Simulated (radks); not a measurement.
Results of a calculation; reference values are marked as such.
Question: Orbital eigenvalues (eV) of the gold ion Au+, [Xe] 4f14 5d10, of relativity; Dirac values are averaged over j with weights 2j + 1. Spin-unpolarised spherical Kohn-Sham, PBE, point nucleus unless stated (finite: rms radius 5.4371 fm), a radial shooting solver on a logarithmic mesh with Libxc functionals. A level marked "c x" has the speed of light scaled by that factor and shares open shells by 2j + 1; other Dirac levels either fill j = l - 1/2 first or share by 2j + 1.

| shell | non-rel. |
|---|---|
| 2s | -12202 |
| 2p | -11731 |
| 3s | -2861.6 |
| 3p | -2639.6 |
| 3d | -2225.6 |
| 4s | -609.59 |
| 4p | -513.85 |
| 4d | -337.87 |
| 4f | -102.16 |
| 5s | -92.313 |
| 5p | -62.093 |
| 5d | -15.834 |

Give the values at the level "Dirac, 2j+1 shares, finite nucleus".

Answer: 
shell  Dirac, 2j+1 shares, finite nucleus  change of magnitude (%)
2s                                 -14221                   +16.54
2p                                 -12418                    +5.85
3s                                -3362.5                   +17.51
3p                                -2831.0                    +7.25
3d                                -2208.1                    -0.79
4s                                -736.37                   +20.80
4p                                -559.90                    +8.96
4d                                -333.53                    -1.29
4f                                -89.298                   -12.59
5s                                -116.52                   +26.23
5p                                -69.384                   +11.74
5d                                -15.359                    -3.00
